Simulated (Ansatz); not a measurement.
`O[Si](O)(F)N[SiH2]Cl` + `NCF` → `FCN[SiH2]Cl` + `N[Si](O)(O)F`  (ligand exchange at the Si–N bond)

Isolated molecules relaxed with PBE0-D4/def2-TZVP in Ansatz; ΔE leaves out vibrations. CBS: MP2 limit from def2 TZ/QZ plus the TZ coupled-cluster correction, frozen cores. DFT in def2-TZVPP. B3LYP here is the variant with VWN-RPA as its local correlation; programs differ in this. Each species was taken in one conformer, which may not be the lowest.

| level | ΔE (kJ/mol) | difference from CCSD(T)/CBS |
| --- | --- | --- |
| PBE-D4 | 17.9 | 1.5 |
| r2SCAN-D4 | 18.4 | 2.0 |
| B3LYP-D4 | 18.9 | 2.5 |
| ωB97X-V | 17.2 | 0.8 |
| ωB97M-V | 17.4 | 1.0 |
| B2PLYP | 15.3 | -1.1 |
| r2SCAN | 17.3 | 0.9 |
| PBE0 | 14.8 | -1.6 |
| MP2/def2-TZVPP | 17.0 | 0.6 |
| SCS-MP2/def2-TZVPP | 16.8 | 0.4 |
| CCSD/def2-TZVPP | 16.9 | 0.5 |
| CCSD(T)/def2-TZVPP | 17.6 | 1.2 |
| HF/def2-QZVPP | 15.7 | -0.7 |
| SCS-MP2/def2-QZVPP | 15.9 | -0.5 |
| HF/CBS(def2) | 15.6 | -0.8 |
| MP2/CBS(def2) | 15.7 | -0.7 |
| CCSD(T)/CBS | 16.4 | 0 |

Largest T1 diagnostic among the species: 0.011.

The D4 term adds +5.2 kJ/mol with B3LYP and +3.2 kJ/mol with PBE0; it sums over pairs of atoms, weighted by their polarisabilities, and B3LYP, whose exchange is more repulsive, gets the larger term.
